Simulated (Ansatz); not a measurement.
Abridged output of a molecular run in Ansatz:

```
Functional definition: HF
1643 factors; integrals over basis functions are off by at most 1.3e-3 eV
mean field evaluation 1: about -12286.9778 eV, gradient 3.7e1 eV
mean field evaluation 2: about -12287.2780 eV, gradient 3.7e1 eV
mean field evaluation 4: about -12290.7664 eV, gradient 4.6e0 eV
mean field evaluation 8: about -12290.8324 eV, gradient 2.8e-1 eV
mean field -12290.83270401 eV, -451.6797708469 hartree, gradient 2.0e-6 eV, S^2 0.000000; 0 other end points of the search recorded, 0 dependent functions left out
9 core orbitals not correlated: weight in the atoms' cores, before any rotation towards them, 1.000 or more for the frozen orbitals, at most 0.000 for the correlated occupied ones
reference -12290.83270401 eV, -451.6797708469 hartree; 15, 15 occupied and 254, 254 virtual orbitals, 1643 factors
second order -24.06739155 eV of doubles, -0.00000000 eV of singles
cycle   1  -24.53802620 eV  change   -4.7e-1 eV  update   1.0e-1
cycle   2  -25.16366634 eV  change   -6.3e-1 eV  update   3.1e-2
cycle   3  -25.29003524 eV  change   -1.3e-1 eV  update   1.5e-2
cycle   4  -25.27933504 eV  change    1.1e-2 eV  update   3.7e-3
cycle   5  -25.27915367 eV  change    1.8e-4 eV  update   1.8e-3
cycle   6  -25.27989184 eV  change   -7.4e-4 eV  update   5.6e-4
cycle   7  -25.27954832 eV  change    3.4e-4 eV  update   2.4e-4
cycle   8  -25.27943374 eV  change    1.1e-4 eV  update   7.4e-5
cycle   9  -25.27945974 eV  change   -2.6e-5 eV  update   2.9e-5
perturbative correction -0.96686781 eV, -0.0355317368 hartree
Total energy: -12317.07903157 eV, -452.6443055942 hartree
```

Its atoms:

Cartesian coordinates in Å:
```
C 0.748 -0.608 -1.824
O 0.652 -0.974 -0.466
C 0.439 0.087 0.392
N -1.011 0.584 0.380
Al -0.311 0.072 2.202
H -0.186 -0.171 -2.198
H 1.559 0.115 -1.978
H 0.962 -1.513 -2.393
H 1.061 0.954 0.138
H -1.194 1.463 -0.087
H -1.626 -0.135 0.016
H -1.129 -1.194 2.699
H 0.035 1.322 3.117
```

Question: Which basis set was used?
A. def2-QZVPP
B. def2-TZVPPD
C. def2-SVPD
D. def2-TZVPP

Answer: D. It gives 278 functions.

Question: Write the keys of the input that set method, charge and spin (a neutral closed shell needs none for the last two).

Answer: 
```yaml
correlation: {method: ccsd_t}
```
